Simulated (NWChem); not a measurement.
Species: InI$_{3}$ cation, doublet; SMILES of the neutral closed-shell parent [I][In]([I])[I]

```xyz
4

In     0.0000     0.0000     0.0000
I     -2.6067    -0.5425     0.0000
I      0.8336     2.5288     0.0000
I      1.7732    -1.9863     0.0000
```
Atoms are numbered in this order, from 1.

Results from NWChem. Spin-unrestricted. Medium grid unless said otherwise, to which SCAN and Minnesota functionals are sensitive. In the optimisation the excess spin sits in a' (C3h, its own frame). Coordinates come from a PBE0/def2-SVP, spin-unrestricted optimisation. No frequency run checked for a minimum. This spin state was assumed; another may lie lower. No stability test was run on the SCF state. def2 effective core potentials on In, I; no spin-orbit coupling. Total energies of different functionals are on different scales.

```
level                                             energy (Ha)  highest occupied level (eV)  lowest empty minus highest occupied level, either spin (eV)   <S²>
------------------------------------------------  -----------  ---------------------------  -----------------------------------------------------------  -----
B3LYP/def2-SVP                                     -1083.4028                       -12.03                                                         0.89  0.753
PBE/def2-SVP                                       -1083.0328                       -11.39                                                         0.13  0.751
revPBE/def2-SVP                                    -1083.2395                       -11.34                                                         0.14  0.751
TPSS/def2-SVP                                      -1082.6545                       -11.51                                                         0.18  0.751
r2SCAN0/def2-SVP                                   -1083.3586                       -12.37                                                         1.09  0.755
PW6B95/def2-SVP                                    -1083.7215                       -12.22                                                         1.16  0.753
LDA (Slater exchange, PW92)/def2-SVP               -1081.4970                       -11.56                                                         0.05  0.751
LC-BLYP (range parameter 0.33 per bohr)/def2-SVP   -1082.0808                   (withheld)                                                   (withheld)  0.758
M06/def2-SVP                                       -1083.3021                       -11.92                                                         1.14  0.756
```

Q: Complete the blanks.

A: 
- LC-BLYP (range parameter 0.33 per bohr)/def2-SVP, highest occupied level (eV): -13.70
- LC-BLYP (range parameter 0.33 per bohr)/def2-SVP, lowest empty minus highest occupied level, either spin (eV): 3.51
